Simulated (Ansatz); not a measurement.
All values below come from frozen-core CCSD(T)/cc-pVTZ // r2SCAN-D4/def2-TZVP (Ansatz, an electronic-structure program).

Ansatz 0.2 input:
```yaml
crystal:
  periodic: [false, false, false]
  atoms:
    - { symbol: O, position_ang: [-1.17294, -1.110174, -0.603252] }
    - { symbol: Ge, position_ang: [-0.005026, -0.004227, 0.075218] }
    - { symbol: O, position_ang: [-0.348446, 1.628203, -0.439465] }
    - { symbol: O, position_ang: [1.6111, -0.462293, -0.400118] }
    - { symbol: F, position_ang: [-0.113626, -0.075019, 1.802935] }
    - { symbol: H, position_ang: [-2.073957, -0.914855, -0.320843] }
    - { symbol: H, position_ang: [0.244847, 2.274314, -0.039118] }
    - { symbol: H, position_ang: [1.858048, -1.335948, -0.075358] }
basis:
  gaussian: { orbitals: cc-pVTZ }
correlation:
  method: ccsd_t
```

Output:

```
Functional definition: HF
1257 factors; integrals over basis functions are off by at most 9.3e-4 eV
mean field evaluation 1: about -65341.2663 eV, gradient 5.9e1 eV
mean field evaluation 2: about -65341.4046 eV, gradient 5.9e1 eV
mean field evaluation 4: about -65346.8227 eV, gradient 2.8e0 eV
mean field evaluation 8: about -65346.8564 eV, gradient 2.3e-1 eV
mean field evaluation 16: about -65341.2663 eV, gradient 5.9e1 eV
mean field -65346.85652634 eV, -2401.4526836527 hartree, gradient 2.4e-6 eV, S^2 0.000000; 0 other end points of the search recorded, 0 dependent functions left out
13 core orbitals not correlated
reference -65346.85652634 eV, -2401.4526836527 hartree; 21, 21 occupied and 171, 171 virtual orbitals, 1257 factors
second order -31.87679034 eV of doubles, -0.00000000 eV of singles
cycle   1  -31.04935050 eV  change    8.3e-1 eV  update   1.2e-1
cycle   2  -31.76061803 eV  change   -7.1e-1 eV  update   3.3e-2
cycle   3  -31.91198260 eV  change   -1.5e-1 eV  update   1.6e-2
cycle   4  -31.88983611 eV  change    2.2e-2 eV  update   3.4e-3
cycle   5  -31.88753660 eV  change    2.3e-3 eV  update   1.4e-3
cycle   6  -31.88881694 eV  change   -1.3e-3 eV  update   4.5e-4
cycle   7  -31.88854849 eV  change    2.7e-4 eV  update   1.5e-4
cycle   8  -31.88844162 eV  change    1.1e-4 eV  update   4.9e-5
cycle   9  -31.88846301 eV  change   -2.1e-5 eV  update   1.9e-5
perturbative correction -1.14585399 eV, -0.0421093573 hartree
Total energy: -65379.89084333 eV, -2402.6666724108 hartree
```

Cost: around 10 core-minutes (rough).
